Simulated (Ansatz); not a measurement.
`[CH3][Ge]([SH])([Cl])[Cl]` + H₂ → `[CH3][GeH]([Cl])[Cl]` + H₂S at 700 K and 1 bar (hydrogenolysis of a Ge–S bond).

Program: Ansatz. Geometries: PBE0-D4/def2-TZVP. ΔE: electronic, gas phase. CBS: MP2 limit from def2 TZ/QZ plus the TZ coupled-cluster correction, frozen cores. This one scheme is used for every species. For Ge outer-core shells are correlated without core-valence functions, which leaves a few kJ/mol of doubt a bond. Scalar relativity is left out up to krypton. Each species was taken in one conformer, which may not be the lowest.

```
                    species  CCSD(T)/CBS energy (Eh)  H − E (kJ/mol)  S (J/(mol·K))
`[CH3][Ge]([SH])([Cl])[Cl]`              -3434.03428           211.4          512.0
                         H₂                 -1.17544            46.8          155.3
     `[CH3][GeH]([Cl])[Cl]`              -3036.22487           191.4          443.4
                        H₂S               -398.97279            64.8          236.9
```

H − E and S are ideal-gas, rigid-rotor, harmonic terms from PBE0-D4/def2-TZVP, for one conformer and one mirror image of each species. The MP2-based limit puts H₂ 0.8 mEh under its directly extrapolated value; such offsets cancel only in part. 1 Eh = 2625.50 kJ/mol, R = 8.31446 J/(mol·K).

Q: By hand: ΔE, ΔH, ΔS and ΔG.

A: ΔE = (-3036.22487) + (-398.97279) − (-3434.03428) − (-1.17544) = 0.01206 Eh = 31.7 kJ/mol. Δ(H − E) = 191.4 + 64.8 − 211.4 − 46.8 = -2.0, so ΔH = 29.7 kJ/mol. ΔS = 443.4 + 236.9 − 512.0 − 155.3 = 13.0 J/(mol·K). ΔG = 29.7 − 700 × (13.0)/1000 = 20.6 kJ/mol.

Q: By hand: the equilibrium constant, and the temperature at which ΔG would vanish if ΔH and ΔS stayed fixed.

A: log₁₀ K = −ΔG/(RT ln 10) = -1.5. ΔG = 0 at ΔH/ΔS = 2285 K, though so small a ΔS makes that figure unsure.

The number of gas molecules stays the same, so ΔS is small and ΔH decides. A doubt of 5 kJ/mol in ΔE shifts log₁₀ K by 0.4 here. Other conformers and mirror images would add mixing entropy, several J/(mol·K) or more a flexible species. These are equilibria of isolated gas molecules and say nothing of rates. Largest T1 diagnostic: 0.010 (customary marks: 0.02 for closed shells, 0.045 for open ones).
